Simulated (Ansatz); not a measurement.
Start from `C=C(O)Cl` and change one atom or group to get `C=C(O)[SiH3]`.

Ansatz, PBE0-D4/def2-TZVP geometries, multiplicity 1. Each molecule was computed in one conformer, which needn't be the lowest.

```csv
property,`C=C(O)Cl`
LUMO energy (PBE/def2-TZVPP) / eV,-0.63
size of the dipole moment (B3LYP/def2-TZVPP) / D,2.15
LUMO energy (B3LYP/def2-TZVPP) / eV,0.10
zero-point energy (PBE0-D4/def2-TZVP) / kJ/mol,124.9
LUMO energy (PBE0/def2-TZVPP) / eV,0.36
"ideal-gas entropy at 298 K and 1 bar (rigid rotor, harmonic PBE0-D4/def2-TZVP) / J/(mol·K)",287
```

Problem. What does the change do to each property? (Estimate.)

Solution. Computed: 
```
                                                                                  property  `C=C(O)[SiH3]`  shift
                                                         LUMO energy (PBE/def2-TZVPP) / eV           -0.97  -0.34
                                          size of the dipole moment (B3LYP/def2-TZVPP) / D            1.18  -0.97
                                                       LUMO energy (B3LYP/def2-TZVPP) / eV           -0.23  -0.33
                                            zero-point energy (PBE0-D4/def2-TZVP) / kJ/mol           187.3   62.4
                                                        LUMO energy (PBE0/def2-TZVPP) / eV           -0.01  -0.37
ideal-gas entropy at 298 K and 1 bar (rigid rotor, harmonic PBE0-D4/def2-TZVP) / J/(mol·K)             322     35
```

With PBE0 the HOMO rises by 0.08 eV and the LUMO falls by 0.37 eV, so the gap narrows by about 0.45 eV. PBE moves the HOMO by 0.04 eV and ωB97M-V by 0.06 eV. The zero-point energy changes by 62.4 kJ/mol with +9 modes. Dipoles are sizes alone; their direction can turn. Modes under 60 cm⁻¹, often nearly free rotors, make the harmonic entropy too high.

B3LYP here is the variant with VWN-RPA as its local correlation; programs differ in this.
